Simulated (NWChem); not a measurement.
Molecule: AgNH4O; SMILES [NH3]->[Ag][OH]

```xyz
7

Ag    -0.0436     0.0418     0.0000
O     -0.1688     2.0131     0.0018
H      0.7233     2.3777    -0.0054
N     -0.0620    -2.1080    -0.0010
H      0.8814    -2.4906    -0.0604
H     -0.5853    -2.4856    -0.7908
H     -0.4833    -2.4879     0.8465
```
Atoms are numbered in this order, from 1.

Level: PBE0/def2-SVP with def2 effective core potentials on Ag (NWChem), optimised geometry, unscaled harmonic frequencies. def2 effective core potentials on Ag; no spin-orbit coupling.

```tsv
frequency (cm⁻¹)	IR intensity (km/mol)
20	53.1
133	2.8
136	10.0
367	0.6
575	54.3
584	29.7
591	30.8
778	80.5
1197	109.0
1634	20.4
1635	19.9
3511	10.1
3630	51.0
3631	49.5
3879	16.6
```

```json
{
 "zero_point_energy": "31.9 kcal/mol",
 "thermal correction to the enthalpy at 298.15 K (with zero-point energy)": "36.2 kcal/mol",
 "heat capacity Cv": "17.5 cal/(mol K)",
 "entropy at 298.15 K and 1 atm (symmetry number 1)": "78.7 cal/(mol K)"
}
```

Rigid rotor and harmonic oscillator; modes under 100 cm⁻¹ make the entropy uncertain.
